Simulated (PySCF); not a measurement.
# MnH7: from structure and modes to constants

These are results of BP86/[Mn def2-TZVP, H def2-TZVP], no relativity, density fitting, PySCF, not measurements.

The singlet minimum has C2 symmetry. Masses (u): Mn 54.93805, H 1.00782.

```xyz
8
charge 0 multiplicity 1, angstrom
Mn    0.0000    0.0000   -0.0578
H     0.0000    0.0000    1.4298
H     1.1694    1.0088    0.3338
H    -0.5990    1.1103    0.7853
H    -1.1694   -1.0088    0.3338
H     0.5990   -1.1103    0.7853
H     1.5613    0.4285   -0.2601
H    -1.5613   -0.4285   -0.2601
```

Harmonic wavenumbers (cm⁻¹): 184.6 (b, ×1), 331.8 (b, ×1), 584.3 (a, ×1), 593.8 (b, ×1), 631.8 (b, ×1), 797.3 (a, ×1), 825.2 (a, ×1), 844.8 (a, ×1), 902.5 (b, ×1), 1026.3 (b, ×1), 1182.9 (a, ×1), 1870.2 (a, ×1), 1890.4 (b, ×1), 1958.1 (a, ×1), 1978.7 (b, ×1), 2106.4 (a, ×1), 2357.6 (a, ×1), 2411.9 (b, ×1).

Problem. Find the principal moments of inertia and the rotational constants. What kind of rotor is it?

Solution. About the centre of mass I = 7.5427, 13.299, 13.452 u Å². With B = 16.8576/I this gives 2.235, 1.268, 1.253 cm⁻¹. The molecule is an asymmetric top with κ = -0.97.

Problem. What is the harmonic zero-point energy?

Solution. Half the sum of all 18 wavenumbers, 22478/2 = 11239 cm⁻¹, which is 134.5 kJ/mol (1 cm⁻¹ = 0.0119627 kJ/mol).

Stability towards spin polarisation was not tested. Only a few start shapes were tried, so a lower isomer may exist.
